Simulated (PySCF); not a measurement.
Broadened absorption spectrum of BCl2(SMe)

Compound: BCl2(SMe), CH₃BCl₂S.
SMILES: `CSB(Cl)Cl`

Computed with PySCF, TDDFT wB97X-D/def2-SVPD, vertical, gas phase, core orbitals frozen in the response. One conformer (not necessarily the lowest) at the PBE0-D3(BJ)/def2-SVP geometry, without solvent, vibrations or thermal averaging.

Each state is given a Gaussian of 0.4 eV full width at half maximum, with ε(max) = 2.175×10⁸ f / Δν̃ (Δν̃ the width in cm⁻¹). The cross-section is σ = 3.8235×10⁻²¹ ε cm², given in Mb (10⁻¹⁸ cm²). The width is an assumption, not a result. The curve ends short of the highest state used, and states not computed would add to its high-energy end.

| λ (nm) | σ (Mb) |
| --- | --- |
| 155.2 | 8.47 |
| 158.6 | 3.65 |
| 162.1 | 13.85 |
| 165.6 | 28.17 |
| 169.0 | 25.53 |
| 172.5 | 11.64 |
| 176.0 | 3.05 |
| 179.4 | 0.63 |
| 182.9 | 0.34 |
| 186.3 | 0.41 |
| 189.8 | 0.39 |
| 193.3 | 0.57 |
| 196.7 | 2.37 |
| 200.2 | 9.36 |
| 203.7 | 24.36 |
| 207.1 | 41.96 |
| 210.6 | 51.13 |
| 214.1 | 44.67 |
| 217.5 | 29.34 |
| 221.0 | 14.54 |
| 224.4 | 5.80 |
| 227.9 | 1.81 |
| 231.4 | 0.46 |
| 234.8 | 0.10 |

(1) Where are the band maxima, and which computed states make them?

(2) On this curve, what absorbance would a 10⁻⁵ mol/L sample give at 193 nm over a 1 cm path?

(3) Coming from long wavelengths, where does ε first pass 100 L mol⁻¹ cm⁻¹?

Answers

(1) 211 nm (5.88 eV), ε about 13000, made up of S1 (100%); 187 nm (6.62 eV), ε about 110, made up of S4 (92%); 167 nm (7.43 eV), ε about 7700, made up of S6 (92%) (ε in L mol⁻¹ cm⁻¹; maxima over ε = 5, shares over 10%). At its high-energy end, 7.99 eV, the curve is still rising (ε about 2200, from S8 and S9). The states used: S1 5.88 eV (f 0.199); S2 6.44 eV (f 0.0002); S3 6.52 eV (f 0.0000); S4 6.64 eV (f 0.0015); S5 7.28 eV (f 0.012); S6 7.44 eV (f 0.106); S7 7.60 eV (f 0.0019); S8 8.24 eV (f 0.011); S9 8.26 eV (f 0.098); S10 8.59 eV (f 0.0056).

(2) 193 nm is 6.424 eV, where ε is about 140 L mol⁻¹ cm⁻¹, so A = ε c l ≈ 0.0014 (Beer–Lambert, with the gas-phase spectrum and the assumed width).

(3) At about 232 nm (5.35 eV), 0.53 eV below S1.
